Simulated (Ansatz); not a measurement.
Geometry optimisation, RKS PBE0-D4/6-31G* (Ansatz 0.2.0).

input.yaml

```yaml
crystal:
  periodic: [false, false, false]
  atoms:
    - { symbol: B, position_ang: [0.039122, 0.718626, -0.307532] }
    - { symbol: H, position_ang: [-0.198027, -0.466797, 1.767603] }
    - { symbol: "N", position_ang: [1.277829, 0.130049, -0.583689] }
    - { symbol: H, position_ang: [1.34834, -0.750664, -1.071478] }
    - { symbol: H, position_ang: [2.169835, 0.519564, -0.321781] }
    - { symbol: C, position_ang: [-1.31451, 0.072735, -0.793489] }
    - { symbol: H, position_ang: [-1.333468, -1.010592, -0.605516] }
    - { symbol: H, position_ang: [-2.198665, 0.512039, -0.316398] }
    - { symbol: H, position_ang: [-1.42443, 0.214385, -1.879452] }
    - { symbol: S, position_ang: [-0.070837, 2.360888, 0.58074] }
    - { symbol: H, position_ang: [1.244275, 2.575182, 0.782532] }
    - { symbol: H, position_ang: [-0.309464, 0.189784, 2.010859] }
basis:
  gaussian: { orbitals: "6-31G*" }
hamiltonian:
  xc: pbe0
  dispersion: d4
relax:
  f_tol: 0.03
  max_steps: 50
```

Run as:

```bash
$ ansatz run input.yaml --threads 1 --pin off --max-ram 2048MiB --backend cpu --events-out ev --progress --plain --runs-dir out
```

Task: Where does it end, and by what steps?

Result: The forces met the threshold. The force dipped under the threshold on the way, but the program's further checks kept it going. After 24 steps the energy has fallen by 0.233 eV; H2 moved furthest, 1.22 Å.

```csv
step,energy less start (eV),largest force component (eV/Å),accepted
0,0.0000,1.546,yes
1,-0.1406,0.279,yes
2,-0.1870,0.236,yes
3,-0.2086,0.144,yes
4,-0.2104,0.272,yes
5,-0.2219,0.115,yes
6,-0.2246,0.120,yes
7,-0.2198,0.414,no
8,-0.2270,0.025,yes
9,-0.2243,0.502,no
10,-0.2278,0.083,yes
11,-0.2284,0.140,yes
12,-0.2290,0.150,yes
13,-0.2296,0.093,yes
14,-0.2302,0.084,yes
15,-0.2305,0.098,yes
16,-0.2308,0.063,yes
17,-0.2313,0.067,yes
18,-0.2316,0.056,yes
19,-0.2320,0.060,yes
20,-0.2322,0.056,yes
21,-0.2324,0.050,yes
22,-0.2326,0.038,yes
23,-0.2324,0.085,no
24,-0.2328,0.011,yes
```

```xyz
12
Properties=species:S:1:pos:R:3
B 0.094 0.758 -0.506
H -0.537 -0.561 2.931
N 1.331 0.145 -0.732
H 1.398 -0.748 -1.197
H 2.224 0.525 -0.456
C -1.257 0.093 -0.974
H -1.105 -0.896 -1.421
H -1.955 -0.023 -0.137
H -1.764 0.720 -1.718
S -0.029 2.380 0.351
H 1.282 2.598 0.570
H -0.451 0.073 2.550
```

Whether the end is a true minimum wasn't checked by a vibrational analysis.

The run took 55 s on 1 thread of Intel(R) Xeon(R) 6975P-C (Granite Rapids), with other jobs on the host, peak memory 0.18 GiB.
